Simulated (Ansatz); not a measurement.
C₆H₁₅N₂ (SMILES CN(C)[CH]CN(C)C), doublet, geometry from GFN2-xTB; CCSD(T)/STO-3G (Ansatz, an electronic-structure program).

Input for Ansatz:
Ansatz 0.2 input:
```yaml
crystal:
  periodic: [false, false, false]
  atoms:
    - {symbol: C, position_ang: [1.51673722, -1.17841064, -0.51652139]}
    - {symbol: N, position_ang: [1.57471507, 0.23418042, -0.25344693]}
    - {symbol: C, position_ang: [2.90033046, 0.79848820, -0.26613600]}
    - {symbol: C, position_ang: [0.65458206, 0.79125486, 0.62492997]}
    - {symbol: C, position_ang: [-0.57120102, 0.07703849, 1.03899522]}
    - {symbol: N, position_ang: [-1.45081329, -0.32682032, -0.07898795]}
    - {symbol: C, position_ang: [-1.88421939, 0.81694709, -0.85158422]}
    - {symbol: C, position_ang: [-2.57962898, -1.09295807, 0.39941081]}
    - {symbol: H, position_ang: [2.09179180, -1.39157200, -1.41910800]}
    - {symbol: H, position_ang: [1.93437294, -1.77739103, 0.30543216]}
    - {symbol: H, position_ang: [0.47883690, -1.46083258, -0.67766317]}
    - {symbol: H, position_ang: [2.83855177, 1.87737778, -0.13711493]}
    - {symbol: H, position_ang: [3.53647366, 0.39038272, 0.53226862]}
    - {symbol: H, position_ang: [3.37440419, 0.58440677, -1.22574409]}
    - {symbol: H, position_ang: [0.69397618, 1.86522102, 0.69466845]}
    - {symbol: H, position_ang: [-0.31661178, -0.85510082, 1.56107129]}
    - {symbol: H, position_ang: [-1.12214499, 0.72065043, 1.74647474]}
    - {symbol: H, position_ang: [-2.50886732, 1.51198947, -0.26688852]}
    - {symbol: H, position_ang: [-2.45879489, 0.47111659, -1.71041852]}
    - {symbol: H, position_ang: [-1.00461602, 1.35034062, -1.20703805]}
    - {symbol: H, position_ang: [-3.17546499, -1.41978338, -0.45271962]}
    - {symbol: H, position_ang: [-3.22952213, -0.51796476, 1.07976803]}
    - {symbol: H, position_ang: [-2.21930020, -1.97452138, 0.92948955]}
basis:
  gaussian:
    orbitals: STO-3G
magnetization: {spin_polarized: true, initial_magnetization: 1}
correlation: {method: ccsd_t}
```

It wrote (shortened):

```
Functional definition: HF
784 factors; integrals over basis functions are off by at most 3.5e-5 eV
mean field evaluation 1: about -9265.2157 eV, gradient 1.6e1 eV
mean field evaluation 2: about -9265.8647 eV, gradient 1.6e1 eV
mean field evaluation 4: about -9268.0017 eV, gradient 1.8e0 eV
mean field evaluation 8: about -9268.0683 eV, gradient 8.7e-2 eV
mean field evaluation 16: about -9268.0683 eV, gradient 8.7e-2 eV
mean field -9268.06846511 eV, -340.5952339702 hartree, gradient 1.3e-6 eV, S^2 0.760251; 0 other end points of the search recorded, 0 dependent functions left out
8 core orbitals not correlated
reference -9268.06846511 eV, -340.5952339702 hartree; 25, 24 occupied and 22, 23 virtual orbitals, 784 factors
second order -10.49438824 eV of doubles, -0.00000000 eV of singles
cycle   1  -12.71030113 eV  change    -2.2e0 eV  update   1.1e-1
cycle   2  -13.73473425 eV  change    -1.0e0 eV  update   4.2e-2
cycle   3  -13.83355239 eV  change   -9.9e-2 eV  update   1.3e-2
cycle   4  -13.83609620 eV  change   -2.5e-3 eV  update   5.6e-3
cycle   5  -13.83386457 eV  change    2.2e-3 eV  update   2.2e-3
cycle   6  -13.83278672 eV  change    1.1e-3 eV  update   6.2e-4
cycle   7  -13.83225155 eV  change    5.4e-4 eV  update   2.3e-4
cycle   8  -13.83227987 eV  change   -2.8e-5 eV  update   7.2e-5
cycle   9  -13.83229738 eV  change   -1.8e-5 eV  update   3.2e-5
perturbative correction -0.13117673 eV, -0.0048206559 hartree
Total energy: -9282.03193921 eV, -341.1083821789 hartree
```
